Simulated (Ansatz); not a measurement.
Kn (charge +1): PBE/def2-SVP single points in Ansatz on relaxed structures, gas phase. Each cluster is the lowest isomer that a short search found in that spin, judged at the geometry's level, and lower ones may exist. HOMO and LUMO are taken over both spins. Singlets are spin-restricted. The structures are stationary points that may keep the symmetry of their start. Remarks come from the PBE and PBE0 runs and from stability tests at other levels; not every state was tested.

Question: Estimate the order by gap (eV), lowest first.
A. K3⁺ (singlet)
B. K5⁺ (singlet)
C. K4⁺ (doublet)

Answer: C (0.39), B (0.98), A (1.32).

In full:

| species | atoms | state | geometry | HOMO (eV) | LUMO (eV) | gap (eV) | point group (within 0.1 Å) | remarks |
| --- | --- | --- | --- | --- | --- | --- | --- | --- |
| K3⁺ | 3 | singlet | PBE/def2-TZVP | -6.04 | -4.72 | 1.32 | D3h | – |
| K4⁺ | 4 | doublet | B3LYP/def2-TZVP | -5.24 | -4.85 | 0.39 | – | – |
| K5⁺ | 5 | singlet | PBE/def2-SVP | -5.11 | -4.13 | 0.98 | C2 | restricted SCF unstable in HF |

The gap (eV) runs from 0.39 (K4⁺) to 1.32 (K3⁺).
